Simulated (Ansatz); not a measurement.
Pulling on the In1–H2 bond in H2IIn (SMILES [InH2][I]) (multiplicity 1 held, fragments rigid). Energies count from the point at 1.714 Å.
Geometry at that point (charge 0, multiplicity 1):
```xyz
4

In    -0.726    -1.136     0.200
H     -0.070    -2.174     1.394
H     -2.119    -1.247    -0.793
I      0.713     1.114    -0.196
```

Signs of static correlation in def2-SVP, with CASSCF(2,2), from Ansatz (a quantum-chemistry and plane-wave program) runs.

| R (Å) | T1 of restricted CCSD | ⟨S²⟩ of UHF | largest double amplitude of restricted CCSD | weight of the CASSCF reference in MRCISD | CASSCF natural occupations |
|---|---|---|---|---|---|
| 1.371 | 0.011 | 0.000 | 0.047 | 0.917 | 1.98 0.02 |
| 1.543 | 0.011 | 0.000 | 0.053 | 0.917 | 1.98 0.02 |
| 1.714 | 0.012 | 0.000 | 0.056 | 0.917 | 1.97 0.03 |
| 1.885 | 0.012 | 0.000 | 0.046 | 0.916 | 1.96 0.04 |
| 2.057 | 0.013 | 0.000 | 0.060 | 0.916 | 1.94 0.06 |
| 2.314 | 0.015 | 0.065 | 0.071 | 0.916 | 1.90 0.10 |
| 2.571 | 0.019 | 0.511 | 0.174 | 0.915 | 1.84 0.16 |
| 2.999 | 0.031 | 0.837 | ? | 0.914 | 1.69 0.31 |
| 3.428 | 0.047 | 0.952 | 0.498 | 0.914 | 1.49 0.51 |
| 3.942 | ? | 0.996 | 0.681 | 0.913 | 1.28 0.72 |
| 4.628 | 0.075 | 1.010 | 0.846 | 0.913 | 1.12 0.88 |
| 5.485 | 0.077 | 1.013 | 0.937 | 0.913 | 1.04 0.96 |

Complete the blanks.


- 2.999, largest double amplitude of restricted CCSD: 0.335
- 3.942, T1 of restricted CCSD: 0.064

Doubts at one or more of the structures used: a restricted determinant that unrestricted orbitals would lower (R-CCSD(T)/def2-SVP); other coupled-cluster roots lie near (R-CCSD(T)/def2-SVP); T1 above 0.05 (R-CCSD(T)/def2-SVP, U-CCSD(T)/def2-SVP); a spin-contaminated determinant (U-CCSD(T)/def2-SVP).
